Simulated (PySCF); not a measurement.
Q: Write Cartesian coordinates for `Cn1cpc([SiH3])c1[SiH3]` as optimised with PBE0-D3(BJ)/def2-SVP.

A: 
```xyz
18
C4H10NPSi2 angstrom
C     -2.293    0.421    0.857
N     -1.222   -0.452    0.423
C     -1.355   -1.798    0.335
P      0.053   -2.596   -0.260
C      0.849   -1.011   -0.395
Si     2.606   -0.867   -1.013
C      0.008    0.018    0.018
Si     0.434    1.844    0.036
H     -2.690    1.008    0.014
H     -1.937    1.113    1.635
H     -3.106   -0.182    1.279
H     -2.305   -2.241    0.637
H      2.704   -0.011   -2.236
H      3.083   -2.241   -1.353
H      3.521   -0.287    0.020
H     -0.466    2.623   -0.870
H      1.844    1.981   -0.421
H      0.296    2.423    1.409
```

Orientation and origin are arbitrary. Atoms count from 1 in this order. The 5-membered ring N2–C3–P4–C5–C7 has internal angles of 88.8° to 114.0° (sum 540°, against 540° for a flat polygon); it is planar, 0.00 Å rms from its mean plane, widest ring torsion 0°. Of the pairs four or more bonds apart, Si8···H10 is among the closest relative to their van der Waals radii: 2.95 Å, 89 % of the sum of Bondi's values. The C–P distances run from 1.724 Å (C3–P4, aromatic) to 1.779 Å (P4–C5, aromatic), a spread of 0.055 Å. The 8 heavy atoms lie in one plane (0.009 Å rms).

Bonds between heavy atoms (Å): C1–N2 1.449, N2–C3 1.356, C3–P4 1.724, P4–C5 1.779, C5–Si6 1.868, C5–C7 1.392, C7–Si8 1.875, N2–C7 1.377.

Computed with PBE0-D3(BJ)/def2-SVP geometry optimisation, gas phase (PySCF).

Point group: near Cs, missed by 0.36 Å at most; the miss may be what the optimiser left on a soft mode. Whether it is a minimum is left open (no frequencies).
